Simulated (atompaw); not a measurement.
**chromium: one change to a PAW (atompaw) potential, before and after**

- Element: chromium (Cr)
- Generator: atompaw 4.2.0.5
- Type: PAW
- Functional: PBE
- Relativity: scalar-relativistic
- Frozen core: [Ar]
- Valence charge: 6
- Reference configuration: 3d5 4s0 4p1
- Partial waves: 4s (bound, empty): rc 2.65 bohr; 4s channel at 0.05 Ry: rc 2.65 bohr; 4p (bound): rc 2.65 bohr; 4p channel at 0.65 Ry: rc 2.65 bohr; 3d (bound): rc 1.25 bohr; 3d channel at 4.6 Ry: rc 2.65 bohr
- Local potential: bessel scheme, radius 1.95 bohr
- Core correction: smooth core density matched at 2.05 bohr
- Augmentation charge: sinc compensation charge, radius 2.55 bohr; PAW radius 2.65 bohr; waves and projectors: custom rrkj gramschmidtortho

Change: core [Ne] 3s2, valence charge 12; reference 3p6 3d5 4s1 4p0; waves now 4s (bound): rc 2.10 bohr; 4s channel at 2.95 Ry: rc 2.10 bohr; 3p (bound): rc 1.40 bohr; 4p (bound): rc 2.00 bohr; 3d (bound): rc 2.10 bohr; 3d channel at 0.15 Ry: rc 2.10 bohr; local potential bessel scheme, radius 1.50 bohr; core correction smooth core density matched at 1.35 bohr; augmentation sinc compensation charge, radius 1.90 bohr; PAW radius 2.10 bohr; waves and projectors: custom rrkj gramschmidtortho.

Cutoffs: the cutoffs (Ry, on a coarse ladder) from which the occupation-weighted sum of valence levels, in a spherical-Bessel basis at the reference potential, stays within 10 and 1 mRy of its value at 400 Ry; they do not see the model core or the augmentation charge, which bear on the density cutoff.

Task: What does the change do?

Result: The potential gets softer (70 Ry and 110 Ry → 40 Ry and 70 Ry); neither file shows a bound ghost. Several settings change at once here, so the effects cannot be laid on one of them.

| quantity | base | changed |
| --- | --- | --- |
| cutoff, loose | 70 Ry | 40 Ry |
| cutoff, tight | 110 Ry | 70 Ry |
| bound ghosts | none | none |
| lowest overlap eigenvalue by channel | s 0.42, p 0.65, d 0.63 | s 0.65, p 0.01, d 1.00 |

 The cutoffs see the waves, projectors and local potential, not the compensation charge or the core.
